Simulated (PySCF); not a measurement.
SMILES C=C[SiH2]Br, singlet, CAM-B3LYP/def2-SVP optimised geometry.

```
9

C      1.35    -1.20     0.00
C      0.02    -1.20     0.00
Si    -1.07     0.32     0.00
Br     0.19     2.17     0.00
H      1.93    -2.13     0.00
H      1.93    -0.27     0.00
H     -0.50    -2.17     0.00
H     -1.93     0.35     1.21
H     -1.93     0.36    -1.21
```

Density from CAM-B3LYP/def2-TZVP (PySCF) at that geometry.

Minimum of the electron density along straight lines between bonded atoms, close to the bond critical point (lines longer than 1.1 times the sum of covalent radii, or with two minima, are not listed):

```json
[
 {"bond": "C1–C2", "length / Å": "1.333", "ρ at the minimum / e bohr⁻³": "0.351", "∇²ρ there / e bohr⁻⁵": "-1.07", "position (fraction from the first atom)": "0.50"},
 {"bond": "C2–Si3", "length / Å": "1.862", "ρ at the minimum / e bohr⁻³": "0.126", "∇²ρ there / e bohr⁻⁵": "[?]", "position (fraction from the first atom)": "0.61"},
 {"bond": "Si3–Br4", "length / Å": "2.235", "ρ at the minimum / e bohr⁻³": "[?]", "∇²ρ there / e bohr⁻⁵": "0.07", "position (fraction from the first atom)": "0.35"},
 {"bond": "C1–H5", "length / Å": "1.095", "ρ at the minimum / e bohr⁻³": "0.280", "∇²ρ there / e bohr⁻⁵": "-0.99", "position (fraction from the first atom)": "0.65"},
 {"bond": "C1–H6", "length / Å": "1.095", "ρ at the minimum / e bohr⁻³": "0.281", "∇²ρ there / e bohr⁻⁵": "-1.00", "position (fraction from the first atom)": "0.65"},
 {"bond": "C2–H7", "length / Å": "1.099", "ρ at the minimum / e bohr⁻³": "0.273", "∇²ρ there / e bohr⁻⁵": "[?]", "position (fraction from the first atom)": "0.65"},
 {"bond": "Si3–H8", "length / Å": "1.485", "ρ at the minimum / e bohr⁻³": "0.124", "∇²ρ there / e bohr⁻⁵": "0.13", "position (fraction from the first atom)": "0.49"},
 {"bond": "Si3–H9", "length / Å": "1.485", "ρ at the minimum / e bohr⁻³": "0.124", "∇²ρ there / e bohr⁻⁵": "0.13", "position (fraction from the first atom)": "0.49"}
]
```

### Question
What belongs in the gaps?

### Answer

- C2–Si3, ∇²ρ there / e bohr⁻⁵: 0.18
- Si3–Br4, ρ at the minimum / e bohr⁻³: 0.088
- C2–H7, ∇²ρ there / e bohr⁻⁵: -0.93
